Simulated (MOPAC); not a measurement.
MOPAC input (PM6):

```
PM6 FORCE THERMO(298,298) PRECISE LET UHF MS=0.5 GEO-OK AUX(PRECISION=9) THREADS=1
C4H10N

C    -0.82952703 1    1.55434623 1   -0.45650088 1
C    -0.32849443 1    0.10460666 1   -0.38495211 1
C    -1.44641792 1   -0.83687716 1    0.09493892 1
C     0.84645338 1    0.00466632 1    0.53567452 1
N     1.94661495 1   -0.76686334 1    0.20009046 1
H    -0.02629071 1    2.22938315 1   -0.77376943 1
H    -1.18963747 1    1.90741592 1    0.51549938 1
H    -1.65308029 1    1.65567747 1   -1.16988332 1
H    -0.02821342 1   -0.20680639 1   -1.41958757 1
H    -1.10493717 1   -1.87575470 1    0.12495837 1
H    -2.31751451 1   -0.78731945 1   -0.56535398 1
H    -1.78193293 1   -0.57428411 1    1.10418444 1
H     0.88402208 1    0.61811734 1    1.42025972 1
H     1.79902037 1   -1.50267252 1   -0.47210182 1
H     2.54135382 1   -1.05351226 1    0.96087289 1
```

Output:

```
 *******************************************************************************
 **                                                                           **
 **                              MOPAC v23.2.5                                **
 **                                                                           **
 *******************************************************************************
 ** MOPAC's Digital Object Identifier: https://doi.org/10.5281/zenodo.6511958 **
 **                                                                           **
 ** Please cite the open-source release paper for use of this MOPAC version:  **
 ** J. E. Moussa and J. J. P. Stewart (2026)                                  **
 ** MOPAC: An open-source semiempirical molecular orbital program             **
 ** J. Open Source Softw., 11(119), 8025, https://doi.org/10.21105/joss.08025 **
 *******************************************************************************

                              PM6 CALCULATION RESULTS

 *******************************************************************************
 *  PM6        - The PM6 Hamiltonian to be used
 *  GEO-OK     - OVERRIDE INTERATOMIC DISTANCE AND OTHER SAFETY CHECKS
 *  UHF        - UNRESTRICTED HARTREE-FOCK CALCULATION
 *  MS=        - IN MECI, MAGNETIC COMPONENT OF SPIN =  0.5
 *  LET        - OVERRIDE SOME SAFETY CHECKS
 *  PRECISE    - TIGHTER CRITERIA TO BE USED
 *  FORCE      - FORCE CALCULATION SPECIFIED
 *  AUX        - OUTPUT AUXILIARY INFORMATION
 *  THERMO     - THERMODYNAMIC QUANTITIES TO BE CALCULATED
 *******************************************************************************
PM6 FORCE THERMO(298,298) PRECISE LET UHF MS=0.5 GEO-OK AUX(PRECISION=9) THREADS=1
 C4H10N

   ATOM   CHEMICAL          X               Y               Z
  NUMBER   SYMBOL      (ANGSTROMS)     (ANGSTROMS)     (ANGSTROMS)

     1       C         -0.82952703  *   1.55434623  *  -0.45650088  *
     2       C         -0.32849443  *   0.10460666  *  -0.38495211  *
     3       C         -1.44641792  *  -0.83687716  *   0.09493892  *
     4       C          0.84645338  *   0.00466632  *   0.53567452  *
     5       N          1.94661495  *  -0.76686334  *   0.20009046  *
     6       H         -0.02629071  *   2.22938315  *  -0.77376943  *
     7       H         -1.18963747  *   1.90741592  *   0.51549938  *
     8       H         -1.65308029  *   1.65567747  *  -1.16988332  *
     9       H         -0.02821342  *  -0.20680639  *  -1.41958757  *
    10       H         -1.10493717  *  -1.87575470  *   0.12495837  *
    11       H         -2.31751451  *  -0.78731945  *  -0.56535398  *
    12       H         -1.78193293  *  -0.57428411  *   1.10418444  *
    13       H          0.88402208  *   0.61811734  *   1.42025972  *
    14       H          1.79902037  *  -1.50267252  *  -0.47210182  *
    15       H          2.54135382  *  -1.05351226  *   0.96087289  *

          CARTESIAN COORDINATES

    NO.       ATOM           X           Y           Z

     1         C         -0.8295      1.5543     -0.4565
     2         C         -0.3285      0.1046     -0.3850
     3         C         -1.4464     -0.8369      0.0949
     4         C          0.8465      0.0047      0.5357
     5         N          1.9466     -0.7669      0.2001
     6         H         -0.0263      2.2294     -0.7738
     7         H         -1.1896      1.9074      0.5155
     8         H         -1.6531      1.6557     -1.1699
[...]
 REDUCED MASS        0.8197         C  4 -- N  5          +1.0% (  9.9%)     18.2%
 EFFECTIVE MASS      1.3773
 FORCE CONSTANT      3.7058

 VIBRATION         36   36A           ATOM PAIR      ENERGY CONTRIBUTION    RADIAL
 FREQUENCY          2790.19         C  1 -- H  7         +23.6% ( 46.8%)     96.1%
 TRANSITION DIPOLE   0.4334         C  1 -- H  8         +22.8% ( 46.0%)     95.9%
 TRAVEL (Ang.)       0.3600         C  1 -- H  6         +22.3% ( 45.5%)     95.6%
 REDUCED MASS        0.1864         C  3 -- H 10         +10.9% ( 31.9%)     96.2%
 EFFECTIVE MASS      1.1312         C  3 -- H 12         +10.3% ( 30.9%)     96.1%
 FORCE CONSTANT      0.8552

 VIBRATION         37   37A           ATOM PAIR      ENERGY CONTRIBUTION    RADIAL
 FREQUENCY          2792.44         C  3 -- H 12         +23.7% ( 46.9%)     96.0%
 TRANSITION DIPOLE   0.3532         C  3 -- H 10         +22.6% ( 45.8%)     95.8%
 TRAVEL (Ang.)       0.3620         C  3 -- H 11         +22.0% ( 45.2%)     95.5%
 REDUCED MASS        0.1843         C  1 -- H  7         +10.9% ( 31.8%)     96.0%
 EFFECTIVE MASS      1.1412         C  1 -- H  8         +10.2% ( 30.8%)     95.5%
 FORCE CONSTANT      0.8466

 VIBRATION         38   38A           ATOM PAIR      ENERGY CONTRIBUTION    RADIAL
 FREQUENCY          2828.05         N  5 -- H 15         +56.6% ( 76.5%)     98.4%
 TRANSITION DIPOLE   0.8647         N  5 -- H 14         +38.8% ( 63.4%)     97.3%
 TRAVEL (Ang.)       0.2200         C  4 -- H 13          +3.7% ( 19.5%)    100.0%
 REDUCED MASS        0.4926         C  4 -- N  5          +0.8% (  9.3%)      2.1%
 EFFECTIVE MASS      1.5153
 FORCE CONSTANT      2.3214

 VIBRATION         39   39A           ATOM PAIR      ENERGY CONTRIBUTION    RADIAL
 FREQUENCY          2837.18         N  5 -- H 14         +57.7% ( 75.2%)     97.6%
 TRANSITION DIPOLE   0.6566         N  5 -- H 15         +41.3% ( 63.6%)     95.7%
 TRAVEL (Ang.)       0.2198         C  4 -- H 13          +0.6% (  7.3%)     96.1%
 REDUCED MASS        0.4920         C  4 -- N  5          +0.4% (  6.3%)     72.5%
 EFFECTIVE MASS      1.2273
 FORCE CONSTANT      2.3333

      SYMMETRY NUMBER FOR POINT-GROUP C1  =  1

          SYSTEM IS A GROUND STATE

 C4H10N

          MOLECULE IS NOT LINEAR

          THERE ARE 39 GENUINE VIBRATIONS IN THIS SYSTEM
          THIS THERMODYNAMICS CALCULATION IS LIMITED TO
          MOLECULES WHICH HAVE NO INTERNAL ROTATIONS

                    CALCULATED THERMODYNAMIC PROPERTIES
                                          *
   TEMP. (K)   PARTITION FUNCTION   H.O.F.    ENTHALPY  HEAT CAPACITY ENTROPY
                                   KCAL/MOL   CAL/MOLE    CAL/K/MOL  CAL/K/MOL

 298.00  VIB.     0.1018D+03                  2807.5820    19.2303    18.6086
         ROT.     0.1058D+06                   888.2803     2.9808    25.9708
         INT.     0.1077D+08                  3695.8623    22.2111    44.5794
         TRA.     0.5922D+27                  1480.4672     4.9680    38.7419
         TOT.                       -3.643    5176.3295    27.1791    83.3214

   *: NOTE: HEATS OF FORMATION ARE RELATIVE TO THE
            ELEMENTS IN THEIR STANDARD STATE AT 298K
              (=  Standard Enthalpy of Formation).

            Hvib:  Zero-point energy is not included.
                   frequencies of less than zero cm-1 are not included.
            Hrot = (3/2)RT
            Htra = (3/2)RT + pV = (5/2)RT

            Heat capacity is Cp, not Cv

          For more information, see: HTTP://OpenMOPAC.net/Manual/thermochemistry.html

           FORCE CONSTANT IN CARTESIAN COORDINATES (Millidynes/A)

    ATOM   CHEMICAL       X               Y               Z
   NUMBER   SYMBOL  FORCE CONSTANT  FORCE CONSTANT  FORCE CONSTANT

      1       C        6.991052        6.433545        6.392987
      2       C        7.561746        7.224287        7.496395
      3       C        6.500919        6.828087        6.351366
      4       C        7.218184        4.916437        7.670732
      5       N        8.240894        3.439864        7.189131
      6       H        1.196388        3.655225        0.539974
      7       H        1.235181        1.370678        2.800413
      8       H        1.210850        1.242299        2.940590
      9       H        1.116445        1.443157        3.113100
     10       H        4.162182        0.700146        0.533497
     11       H        0.951919        1.656887        2.785278
     12       H        0.849863        1.605029        2.949864
     13       H        1.490563        0.463176        3.399321
     14       H        2.229696        0.500247        3.030841
     15       H        1.746991        0.584612        3.386314

 **********************
 *                    *
 * JOB ENDED NORMALLY *
 *                    *
 **********************

 == MOPAC DONE ==
```
